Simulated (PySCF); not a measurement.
Exercise with solution: oscillator strength and radiative lifetime

In(H)(Me)(vinyl) (C3H7In), SMILES [CH3][InH][CH]=C.

Geometry optimised at r2SCAN-D4/def2-SVP. The structure was generated by enumeration; whether it is a known compound was not checked. The def2 effective core potentials stand for the cores of In; spin–orbit coupling is left out. Other conformers were not sampled.

PySCF with TDDFT-CAM-B3LYP/def2-SVPD puts the first singlet state with f over 0.02 at 5.81 eV (vertical), with the transition dipole (0.104, 0.810, 0.514) in atomic units.

### Question
Find the oscillator strength, the wavelength and the radiative lifetime that this transition would have in vacuum if emission retraced absorption.

### Answer

|μ|² = 0.9311 au, so |μ| = 2.45 D. ΔE = 5.81/27.211 = 0.2135 hartree. f = (2/3) ΔE |μ|² = 0.133 (the program prints 0.132).
λ = 1239.84/5.81 = 213 nm; ν = 46861 cm⁻¹.
Einstein's coefficient A = 0.6670 ν² f s⁻¹ (ν in cm⁻¹) = 1.9e8 s⁻¹, so τ = 1/A = 5.2 ns. This state is S3; the lower singlets have f = 0.000, 0.001. The figure is the radiative limit of this one transition; relaxation, internal conversion, crossing to triplets and a medium change what is measured.
